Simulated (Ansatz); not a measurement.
CH4AlNO can be A, `[OH][Al]1[CH2][NH]1`, or B, `N=[C](O)[AlH2]`.

Calculated with Ansatz (gas phase, PBE0-D4/def2-TZVP geometries, no zero-point term in ΔE). CCSD(T)/CBS is the MP2 limit (def2-TZVPP, def2-QZVPP) plus CCSD(T) − MP2 in def2-TZVPP, frozen cores. DFT in def2-TZVPP. Each species was taken in one conformer, which may not be the lowest.

A:

```xyz
8

O    -1.598    1.042    1.545
Al   -0.477    0.380    0.482
C     0.996    0.209   -0.706
N     0.107   -0.985   -0.378
H    -2.318    0.573    1.962
H     0.964    0.538   -1.748
H     2.031    0.125   -0.365
H     0.295   -1.882   -0.791
```

B:

Z-matrix (Å, degrees):
```
C
O 1 1.350
Al 1 1.987 2 117.1
N 1 1.271 2 118.4 3 180.0
H 2 0.972 1 106.8 3 -180.0
H 3 1.581 1 123.4 2 -0.1
H 3 1.585 1 113.2 2 179.9
H 4 1.016 1 111.6 2 180.0
```

Q: Which isomer does CCSD(T)/CBS put lower? Give the gap. (Estimate.)

A: Ansatz gave: A, by 127.5 kJ/mol.

Q: Give E(B) − E(A) in kJ/mol with LDA (SPW92), PBE-D4, MP2/def2-TZVPP, BLYP-D4, r2SCAN-D4, PBE0-D4, CCSD/def2-TZVPP. (Best estimate.)

A: Ansatz gave: LDA (SPW92) 123.1, PBE-D4 108.0, MP2/def2-TZVPP 138.1, BLYP-D4 99.0, r2SCAN-D4 122.0, PBE0-D4 117.3, CCSD/def2-TZVPP 121.6. None reverses the order clearly.

Q: Does the order hold for the free energy at 298.15 K (harmonic terms from PBE0-D4)? (An estimate is asked.)

A: Ansatz gave: Yes: G(B) − G(A) = +110.4 kJ/mol, for one conformer each.

Largest T1 diagnostic: 0.015.

In def2-TZVPP, CCSD(T) changes the Hartree–Fock value by +27.5 kJ/mol (the triples alone add −1.9 kJ/mol) and MP2 by +45.9 kJ/mol. At CCSD(T), def2-SVP lies −39.7 kJ/mol from the extrapolated value and def2-TZVPP −7.7 kJ/mol.
